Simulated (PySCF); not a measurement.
CH7FOSi2, SMILES C[SiH2]O[SiH2]F.

Coordinates come from a ωB97X-D3(BJ)/def2-SVP optimisation. This is a generated structure with no PubChem entry under its InChIKey; it may be hypothetical. The values are those of a single conformer.

Two levels are set side by side: TDA-PBE/def2-SVPD (PySCF) and TDA-CAM-B3LYP/def2-SVPD (PySCF). Vertical, same geometry. The lowest singlet is HOMO→LUMO 99 % with PBE and HOMO→LUMO+1 88 % with the other functional; states are paired by order. Differences are taken from unrounded values.

| quantity | TDA-CAM-B3LYP | TDA-PBE | TDA-PBE minus TDA-CAM-B3LYP |
|---|---|---|---|
| lowest singlet excitation (eV) | 7.77 | 6.69 | -1.07 |
| lowest triplet excitation (TDA) (eV) | 7.37 | 6.43 | -0.94 |
| first bright state (f over 0.05) (eV) | 8.97 | 7.79 | -1.18 |
| its oscillator strength | 0.13 | 0.07 | -0.05 |

Functionals without exact exchange tend to place singlet excitations lower, as here. Differences between two approximate levels are no errors against the true value.

Rough cost on one machine, each run with all the roots and properties that it gave: TDA-CAM-B3LYP against TDA-PBE about 5 times.
